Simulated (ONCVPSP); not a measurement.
silver: one change to an ONCV potential, before and after

ONCVPSP 4.0.1 input, shortened (lines: element, Z, core and valence counts, functional; n l f; lmax; l rc ep ncon nbas qcut; lloc lpopt rc5 dvloc0; l nproj debl; icmod fcfact rcfact), PBE, scalar-relativistic:

```
  Ag 47.00    6    3        4      upf
    1    0    2.00
    2    0    2.00
    2    1    6.00
    3    0    2.00
    3    1    6.00
    3    2   10.00
    4    0    2.00
    4    1    6.00
    4    2   10.00
    2
    0    1.55    0.00    3    7    9.60
    1    1.55    0.00    4    8   10.40
    2    2.00    0.00    5   10    6.80
    0    5    1.55    0.00
    0    0    3.10
    1    2    3.70
    2    2    0.60
    0    0.00    0.00
```

Change: reference 4s2 4p6 4d9. In the d channel the program set the typed energies aside and used -1.062, 0.250 Ha.

Cutoffs: the cutoffs (Ha) at which the residual kinetic energy of the hardest occupied pseudo-wave falls to 1 and 0.1 mHa per electron; they do not see the model core or the augmentation charge, which bear on the density cutoff. Errors are all-electron minus pseudo energies relative to the spin-unpolarised reference configuration.

Question: What does the change do?

Answer: The potential gets neither clearly harder nor softer (29 Ha and 35 Ha → 29 Ha and 35 Ha); a bound ghost appears in d, which as a rule spoils a file; the number of tests with a reliable result goes from 3 to 2; the range in which the d phases agree narrows (upper end at the end of the scan → 1.1).

```csv
quantity,base,changed
"cutoff, loose",29 Ha,29 Ha
"cutoff, tight",35 Ha,35 Ha
loose cutoff by channel,"s 29 Ha, p 19 Ha, d 21 Ha","s 29 Ha, p 19 Ha, d 21 Ha"
bound ghosts,none,d
GHOST(+) flags under 300 eV,none,none
tests with a reliable result,3 of 4,2 of 4
s: phases at 1.57 bohr within 0.05 rad from the reference energy up to (Ha; the scan ends near 5),-1.7,-2.2
p: phases at 1.57 bohr within 0.05 rad from the reference energy up to (Ha; the scan ends near 5),to the end of the scan,to the end of the scan
d: phases at 2.04 bohr within 0.05 rad from the reference energy up to (Ha; the scan ends near 5),to the end of the scan,1.1
```

 A true bound ghost makes a file unfit for plane-wave use even where its test errors are small: the radial tests pick states by their node count and pass the ghost by.
